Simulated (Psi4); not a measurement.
methylsilane (CH$_{6}$Si), singlet, at a GFN2-xTB geometry.

Here is a job for Psi4.
```
memory 2 GB

molecule {
0 1
  C    -0.01298196    0.00392095   -1.25022897
  Si    0.00669850   -0.00202315    0.64510011
  H    -0.01147190   -1.00712268   -1.64830101
  H    -0.89650587    0.50641306   -1.63436438
  H     0.85673226    0.51618733   -1.65253877
  H     0.00413621    1.37681588    1.13946736
  H    -1.17977102   -0.70041180    1.14524608
  H     1.21099302   -0.68708334    1.12046299
}

set basis def2-sv(p)
set freeze_core true

energy('ccsd')
print_variables()
```

**Question.** What does this run give for the MP2 correlation energy, total energy, nuclear repulsion energy?

**Answer.** 
The MP2 correlation energy is -0.2107 Eh and the total energy is -330.404964 Ha. The nuclear repulsion energy is 62.7681 Eh.
